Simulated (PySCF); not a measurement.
Ligands exchanged one at a time, B OH-H. Gas-phase values, no solvent. One relaxed conformer stands for each flexible species; it need not be the lowest. Strings in code marks are SMILES.

The T1 excitation (TDA) from two functionals at the same geometries (B3LYP-D3(BJ)/def2-TZVP), both in PySCF: PBE-D3(BJ)/def2-TZVP and M06-2X/def2-TZVP. Excitations are Tamm–Dancoff values on a coarser integration grid. The basis has no diffuse functions, so Rydberg states are missing or too high.

```
species                                                                       M06-2X/def2-TZVP (eV)
----------------------------------------------------------------------------  ---------------------
0 of 3 OH replaced by H (`OB(O)O`)                                                             8.39
1 of 3 OH replaced by H (`OBO` (H–O–B–O torsion 180°, O–B–O–H torsion 180°))                   7.76
2 of 3 OH replaced by H (`OB`)                                                                 5.98
```

Q: What does PBE-D3(BJ)/def2-TZVP give for each?

A: 
- 0 of 3 OH replaced by H (`OB(O)O`): 7.15
- 1 of 3 OH replaced by H (`OBO` (H–O–B–O torsion 180°, O–B–O–H torsion 180°)): 7.05
- 2 of 3 OH replaced by H (`OB`): 5.49
Over these rows, drawn at random from the members with no instability flagged (it was tested for open shells, ions and some series alone), PBE minus M06-2X: mean -0.81 eV, from -1.24 eV to -0.49 eV.
